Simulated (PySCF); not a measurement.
SMILES C=C/C=C\C=C, GFN2-xTB optimised geometry.

```
14

C      2.86     0.48     0.00
C      1.53     0.57     0.00
C      0.67    -0.59     0.00
C     -0.67    -0.59     0.00
C     -1.53     0.57     0.00
C     -2.86     0.48     0.00
H      3.37    -0.48     0.00
H      3.49     1.35     0.00
H      1.07     1.54     0.00
H      1.19    -1.54     0.00
H     -1.19    -1.54     0.00
H     -1.07     1.54     0.00
H     -3.37    -0.48     0.00
H     -3.49     1.35     0.00
```

Density from B3LYP/def2-TZVP (PySCF) at that geometry.

Minimum of the electron density along straight lines between bonded atoms, close to the bond critical point (lines longer than 1.1 times the sum of covalent radii, or with two minima, are not listed):

```csv
bond,length / Å,ρ at the minimum / e bohr⁻³,∇²ρ there / e bohr⁻⁵,position (fraction from the first atom)
C1–C2,1.332,0.356,-1.11,0.50
C2–C3,1.440,0.293,-0.85,0.50
C3–C4,1.346,0.347,-1.07,0.50
C4–C5,1.440,0.293,-0.85,0.50
C5–C6,1.332,0.356,-1.11,0.50
C1–H7,1.078,0.288,-1.03,0.64
C1–H8,1.076,0.290,-1.04,0.64
C2–H9,1.081,0.289,-1.04,0.64
C3–H10,1.083,0.287,-1.02,0.64
C4–H11,1.083,0.287,-1.02,0.64
C5–H12,1.081,0.289,-1.04,0.64
C6–H13,1.078,0.288,-1.03,0.64
C6–H14,1.076,0.290,-1.04,0.64
```
